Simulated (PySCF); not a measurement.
SCF from a fresh guess for doublet SeH₅, at the PBE0 minimum. PySCF input:

```python
from pyscf import gto, scf, dft
mol = gto.M(atom='''
Se    -0.000000     0.000000    -0.020180
H      0.000000    -0.000000     1.452980
H      1.626440    -0.000000     0.036760
H      0.000000     1.626440     0.036760
H     -1.626440     0.000000     0.036760
H     -0.000000    -1.626440     0.036760''',
    basis={'Se': 'def2-TZVP', 'H': 'def2-TZVP'},
    charge=0, spin=1)
mf = scf.UHF(mol)
aux = {'Se': 'def2-universal-JKFIT', 'H': 'def2-universal-JKFIT'}
mf = mf.density_fit(auxbasis=aux)
mf.conv_tol = 1e-08
mf.diis_space = 10
mf.max_cycle = 60
mf.init_guess = 'minao'
mf.verbose = 4
mf.kernel()
```

Excerpt of the output (cycles alone):

```
init E= -2401.53533693012
cycle= 1 E= -2402.45065939358  delta_E= -0.915  |g|= 0.226  |ddm|= 1.65
cycle= 2 E= -2402.48254479307  delta_E= -0.0319  |g|= 0.116  |ddm|= 0.481
cycle= 3 E= -2402.48770320797  delta_E= -0.00516  |g|= 0.0359  |ddm|= 0.0909
cycle= 4 E= -2402.48957033383  delta_E= -0.00187  |g|= 0.0144  |ddm|= 0.0929
cycle= 5 E= -2402.49005197021  delta_E= -0.000482  |g|= 0.0055  |ddm|= 0.0611
cycle= 6 E= -2402.49013922109  delta_E= -8.73e-05  |g|= 0.0012  |ddm|= 0.0337
cycle= 7 E= -2402.49014396432  delta_E= -4.74e-06  |g|= 0.000449  |ddm|= 0.00813
cycle= 8 E= -2402.49014472615  delta_E= -7.62e-07  |g|= 0.000148  |ddm|= 0.00355
cycle= 9 E= -2402.49014480433  delta_E= -7.82e-08  |g|= 4.72e-05  |ddm|= 0.00109
cycle= 10 E= -2402.49014481031  delta_E= -5.98e-09  |g|= 1.53e-05  |ddm|= 0.000217
Extra cycle  E= -2402.49014481062  delta_E= -3.03e-10  |g|= 8.41e-06  |ddm|= 3.11e-05
converged SCF energy = -2402.49014481062  <S^2> = 0.77604931  2S+1 = 2.0258818
```

No lower solution of this spin was found by a stability analysis within the unrestricted form.

The search for the lowest solution, with the stability check, took 1.1 s on 2 threads of a shared Arm Neoverse V1 host, with 78 basis functions; the process peaked at 0.22 GiB. Launch command: `OMP_NUM_THREADS=2 python axn.py task.json out`.
